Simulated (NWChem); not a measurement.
Molecule: SiHI₂, doublet; SMILES I[SiH]I

All runs: NWChem. Spin-unrestricted. Medium grid unless said otherwise, to which SCAN and Minnesota functionals are sensitive. In the optimisation the excess spin sits in a' (Cs, its own frame). All runs use the structure optimised with PBE-D3(BJ)/def2-SVP, spin-unrestricted. No stability test was run on the SCF state. def2 effective core potentials on I; no spin-orbit coupling. Total energies of different functionals are on different scales.

```tsv
level	energy (Ha)	highest occupied level (eV)	lowest empty minus highest occupied level, either spin (eV)	dipole (D)	<S²>
B3LYP/def2-SVP	-885.6399	-6.30	2.41	0.75	0.753
PBE/def2-SVP	-885.2611	-5.48	1.14	0.59	0.752
MPW1K/def2-SVP	-885.6920	-7.47	4.35	0.95	0.754
PW6B95/def2-SVP	-886.0631	-6.57	2.84	0.74	0.752
M06/def2-SVP	-885.5370	-6.33	2.57	0.67	0.753
N12/def2-SVP	-886.9505	-5.12	0.86	0.44	0.752
LC-BLYP (range parameter 0.33 per bohr)/def2-SVP	-884.7327	-8.59	6.75	0.94	0.755
```
